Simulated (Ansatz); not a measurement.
Species: C$_{2}$H$_{2}$Cl$_{3}$, charge 0, multiplicity 2. It need not be the lowest isomer of its formula. SMILES: C(Cl)[C](Cl)Cl
Structure (B3LYP-D3(BJ)/def2-TZVP (Ansatz, a quantum-chemistry and plane-wave program) minimum search):
```
C
H 1 1.0853
H 1 1.0853 2 111.14
C 1 1.4614 2 111.25 3 124.57
Cl 4 1.7087 1 119.58 2 -162.92
Cl 4 1.7087 1 119.58 2 38.42
Cl 1 1.8490 2 105.26 3 -113.45
```
Charge 0, spin multiplicity 2.

Parts of the frozen-core correlation energy in STO-3G (Ansatz, hartree). Frozen orbitals: 17; correlated occupied orbitals by spin: 16 and 15; virtual: 6 and 7. UHF or UKS for open shells. No spin-orbit coupling. Non-relativistic.

```csv
term,value
reference (HF),-1439.65497
MP2 opposite-spin,-0.09852
MP2 same-spin,-0.01741
CCSD correlation,-0.15042
(T),-0.00231
T1 diagnostic,0.010
largest doubles amplitude,0.056
<S^2> of the reference,0.775
```
